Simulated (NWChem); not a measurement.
System: InHOF₂; SMILES [In]([F])([F])[OH]

Parts of the log:

```
             Northwest Computational Chemistry Package (NWChem) 7.3.0
             --------------------------------------------------------

 CS  symmetry detected

                             Geometry "geometry" -> ""
                             -------------------------

 Output coordinates in angstroms (scale by  1.889725989 to convert to a.u.)

  No.       Tag          Charge          X              Y              Z
 ---- ---------------- ---------- -------------- -------------- --------------
    1 In                  49.0000     0.01761223     0.00032428     0.00000000
    2 F                    9.0000    -1.91561367     0.24587481     0.00000000
    3 F                    9.0000     1.06944316     1.62850694     0.00000000
    4 O                    8.0000     0.82664918    -1.80071200     0.00000000
    5 H                    1.0000     0.13934213    -2.47962957     0.00000000

 Effective nuclear repulsion energy (a.u.)     397.8061161197

      Symmetry information
      --------------------

 Group name             Cs
 Group number              2
 Group order               2
 No. of unique centers     5

 Summary of "ao basis" -> "ao basis" (spherical)
 ------------------------------------------------------------------------------
       Tag                 Description            Shells   Functions and Types
 ---------------- ------------------------------  ------  ---------------------
 In                         def2-svp                10       26   4s4p2d
 F                          def2-svp                 6       14   3s2p1d
 O                          def2-svp                 6       14   3s2p1d
 H                          def2-svp                 3        5   2s1p

      Symmetry analysis of basis
      --------------------------

        a'         52
        a"         21

            General Information
            -------------------
          SCF calculation type: DFT
          Wavefunction type:  closed shell.
          No. of atoms     :     5
          No. of electrons :    48
           Alpha electrons :    24
            Beta electrons :    24
          Charge           :     0
          Spin multiplicity:     1
          Use of symmetry is: on ; symmetry adaption is: on
          Maximum number of iterations: 150
          AO basis - number of functions:    73
                     number of shells:    31
          Convergence on energy requested:  1.00D-06
          Convergence on density requested:  1.00D-05
          Convergence on gradient requested:  5.00D-04

              XC Information
              --------------
          PerdewBurkeErnzerhof Exchange Functional  1.000
            Perdew 1991 LDA Correlation Functional  1.000 local
           PerdewBurkeErnz. Correlation Functional  1.000 non-local

             Grid Information
             ----------------
          Grid used for XC integration:  medium
          Radial quadrature: Mura-Knowles
          Angular quadrature: Lebedev.
          Tag              B.-S. Rad. Rad. Pts. Rad. Cut. Ang. Pts.
          ---              ---------- --------- --------- ---------
          In                  1.55      123           9.0       590
          F                   0.50       49          11.0       434
          O                   0.60       49           8.0       434
          H                   0.35       45          10.0       434
          Grid pruning is: on
          Number of quadrature shells:   315
          Spatial weights used:  Erf1

      Superposition of Atomic Density Guess
      -------------------------------------

 Sum of atomic energies:        -491.82575751

      Non-variational initial energy
      ------------------------------

 Total energy =    -462.930494
 1-e energy   =   -1104.369790
 2-e energy   =     446.862287
 HOMO         =      -0.474944
 LUMO         =      -0.144384

      Symmetry analysis of molecular orbitals - initial
      -------------------------------------------------

  Numbering of irreducible representations:

     1 a'          2 a"

  Orbital symmetries:

     1 a'          2 a'          3 a'          4 a'          5 a'
     6 a'          7 a"          8 a'          9 a'         10 a'
    11 a'         12 a'         13 a'         14 a"         15 a"
    16 a'         17 a'         18 a'         19 a"         20 a"
    21 a'         22 a'         23 a'         24 a"         25 a'
    26 a"         27 a'         28 a'         29 a'         30 a'
    31 a"         32 a'         33 a'         34 a"

   convergence    iter        energy       DeltaE   RMS-Dens  Diis-err
 ---------------- ----- ----------------- --------- --------- ---------
 d= 0,ls=0.0,diis     1   -465.0156092891 -6.60D+02  4.43D-02  1.47D+00
 d= 0,ls=0.0,diis     2   -463.9876087081  1.03D+00  2.81D-02  1.22D+01
 d= 0,ls=0.0,diis     3   -465.2025168589 -1.21D+00  5.36D-03  7.83D-02
 d= 0,ls=0.0,diis     4   -465.1907595865  1.18D-02  3.47D-03  1.92D-01
 d= 0,ls=0.0,diis     5   -465.2105743964 -1.98D-02  3.76D-04  9.09D-04
  Resetting Diis
 d= 0,ls=0.0,diis     6   -465.2106230798 -4.87D-05  2.02D-04  4.19D-04
 d= 0,ls=0.0,diis     7   -465.2106610522 -3.80D-05  1.83D-04  3.82D-05
 d= 0,ls=0.0,diis     8   -465.2106329601  2.81D-05  1.38D-04  3.31D-04
 d= 0,ls=0.0,diis     9   -465.2106647603 -3.18D-05  1.58D-05  8.72D-07
 d= 0,ls=0.0,diis    10   -465.2106648048 -4.45D-08  6.46D-06  6.40D-07

         Total DFT energy =     -465.210664804785
      One electron energy =    -1106.386406797653
           Coulomb energy =      493.014683463242
    Exchange-Corr. energy =      -46.415950206944
 Nuclear repulsion energy =      194.577008736570

 Numeric. integr. density =       48.000011368840

                  Occupations of the irreducible representations
                  ----------------------------------------------

[...]
```

Level: PBE/def2-SVP with def2 effective core potentials on In, vertical spin-unrestricted ions. All runs use the structure optimised with PBE0/def2-SVP. Not confirmed as a minimum by frequencies. def2 effective core potentials on In; no spin-orbit coupling.

### Question
Write an input that gives this output.

### Answer
This is not unique; one that fits is the input that was run:
```
start job
memory heap 200 mb stack 900 mb global 1100 mb
geometry units angstroms noautoz
  In    -0.025789    -0.016867     0.000000
  F     -1.778530    -0.868663     0.000000
  F     -0.035750     1.921490     0.000000
  O      1.636576    -1.082144     0.000000
  H      1.432512    -2.026431     0.000000
end
basis spherical
  * library def2-svp
end
ecp
  In library def2-ecp
end
dft
  xc xpbe96 cpbe96
  iterations 150
  vectors input atomic output neutral.movecs
end
task dft energy
charge 1
dft
  odft
  mult 2
  vectors input atomic output cation.movecs
end
task dft energy
```
